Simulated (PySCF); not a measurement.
# Atomic charges by several schemes

Compound: C₆H₉NSi.
Cartesian coordinates in Å at the GFN2-xTB level; atoms count from 1:
```xyz
17
C6H9NSi angstrom
Si    -2.4382    0.7600   -0.3762
C     -1.1936   -0.5885   -0.9164
C      0.0928   -0.4292   -0.1872
C      1.0978    0.4151   -0.6497
C      2.2626    0.5556    0.0841
C      2.3835   -0.1531    1.2698
N      1.4387   -0.9579    1.7257
C      0.3330   -1.0872    1.0173
H     -3.6828    0.5497   -1.1169
H     -1.8743    2.0725   -0.6952
H     -2.6698    0.6492    1.0632
H     -1.6177   -1.5725   -0.7142
H     -1.0252   -0.5161   -1.9916
H      0.9659    0.9510   -1.5802
H      3.0581    1.2011   -0.2565
H      3.2717   -0.0786    1.8834
H     -0.4096   -1.7591    1.4308
```

Density: PBE0/pcSseg-1 (PySCF); schemes: Mulliken, IAO, Hirshfeld and ESP-fitted. Geometry: GFN2-xTB, one conformer, isolated molecule.

**Question.** For which atoms does the sign change between the 4 schemes (beyond +0.03 e in one, beyond −0.03 e in another)?

**Answer.** C4. Atomic charges aren't observables, and each scheme defines them in its own way.

**Question.** Which atoms carry the lowest charge in the Mulliken, IAO, Hirshfeld and ESP-fitted schemes?

**Answer.** The schemes don't all agree: Mulliken N7 (-0.411); IAO C2 (-0.536); Hirshfeld N7 (-0.164); ESP-fitted N7 (-0.731).

**Question.** Tabulate the Mulliken, IAO, Hirshfeld and ESP-fitted charges.

**Answer.** In e:

```json
{"atom": "Si1", "environment": "SiH3 silicon", "Mulliken": "+0.523", "IAO": "+0.616", "Hirshfeld": "+0.320", "ESP-fitted": "+0.525"}
{"atom": "C2", "environment": "sp3 carbon bound to silicon", "Mulliken": "-0.384", "IAO": "-0.536", "Hirshfeld": "-0.153", "ESP-fitted": "-0.390"}
{"atom": "C3", "environment": "substituted aromatic carbon", "Mulliken": "-0.410", "IAO": "-0.013", "Hirshfeld": "+0.002", "ESP-fitted": "-0.294"}
{"atom": "C4", "environment": "aromatic CH carbon", "Mulliken": "+0.055", "IAO": "-0.140", "Hirshfeld": "-0.039", "ESP-fitted": "+0.243"}
{"atom": "C5", "environment": "aromatic CH carbon", "Mulliken": "-0.167", "IAO": "-0.179", "Hirshfeld": "-0.053", "ESP-fitted": "-0.657"}
{"atom": "C6", "environment": "aromatic CH next to a ring nitrogen", "Mulliken": "+0.146", "IAO": "-0.022", "Hirshfeld": "+0.008", "ESP-fitted": "+0.548"}
{"atom": "N7", "environment": "pyridine-type nitrogen", "Mulliken": "-0.411", "IAO": "-0.273", "Hirshfeld": "-0.164", "ESP-fitted": "-0.731"}
{"atom": "C8", "environment": "aromatic CH next to a ring nitrogen", "Mulliken": "+0.230", "IAO": "-0.026", "Hirshfeld": "+0.009", "ESP-fitted": "+0.488"}
{"atom": "H9", "environment": "Si–H hydrogen", "Mulliken": "-0.089", "IAO": "-0.120", "Hirshfeld": "-0.078", "ESP-fitted": "-0.138"}
{"atom": "H10", "environment": "Si–H hydrogen", "Mulliken": "-0.080", "IAO": "-0.117", "Hirshfeld": "-0.076", "ESP-fitted": "-0.124"}
{"atom": "H11", "environment": "Si–H hydrogen", "Mulliken": "-0.072", "IAO": "-0.113", "Hirshfeld": "-0.073", "ESP-fitted": "-0.117"}
{"atom": "H12", "environment": "methylene hydrogen", "Mulliken": "+0.154", "IAO": "+0.157", "Hirshfeld": "+0.048", "ESP-fitted": "+0.132"}
{"atom": "H13", "environment": "methylene hydrogen", "Mulliken": "+0.154", "IAO": "+0.157", "Hirshfeld": "+0.047", "ESP-fitted": "+0.140"}
{"atom": "H14", "environment": "aromatic hydrogen", "Mulliken": "+0.072", "IAO": "+0.151", "Hirshfeld": "+0.053", "ESP-fitted": "+0.094"}
{"atom": "H15", "environment": "aromatic hydrogen", "Mulliken": "+0.095", "IAO": "+0.159", "Hirshfeld": "+0.054", "ESP-fitted": "+0.227"}
{"atom": "H16", "environment": "aromatic hydrogen", "Mulliken": "+0.102", "IAO": "+0.154", "Hirshfeld": "+0.049", "ESP-fitted": "+0.019"}
{"atom": "H17", "environment": "aromatic hydrogen", "Mulliken": "+0.081", "IAO": "+0.147", "Hirshfeld": "+0.046", "ESP-fitted": "+0.035"}
```

Mean size of the charges over all atoms: ESP-fitted 0.288 e, Mulliken 0.190 e, IAO 0.181 e, Hirshfeld 0.075 e. Each set sums to the total charge, 0, to within 0.001 e. The IAO scheme projects the occupied orbitals on a minimal set of polarised atomic orbitals and counts the electrons in each atom's part of it. The Mulliken scheme gives each basis function's population to the atom it is centred on and halves the overlap population of two atoms between them.

**Question.** How many electrons does the Mulliken scheme count on C2?

**Answer.** Z − q = 6 − (-0.384) = 6.384.

**Question.** Sum the charges by element, for elements with more than one atom.

**Answer.** 
| element | atoms | Mulliken | IAO | Hirshfeld | ESP-fitted |
| --- | --- | --- | --- | --- | --- |
| C | 6 | -0.530 | -0.917 | -0.227 | -0.061 |
| H | 9 | +0.418 | +0.574 | +0.071 | +0.267 |

**Question.** How closely do the schemes follow one another over all atoms?

**Answer.** Correlation coefficient and root-mean-square difference: IAO with Hirshfeld 0.96, 0.142 e; Mulliken with ESP-fitted 0.87, 0.196 e; Mulliken with Hirshfeld 0.83, 0.162 e; Mulliken with IAO 0.81, 0.146 e; Hirshfeld with ESP-fitted 0.68, 0.300 e; IAO with ESP-fitted 0.64, 0.279 e.
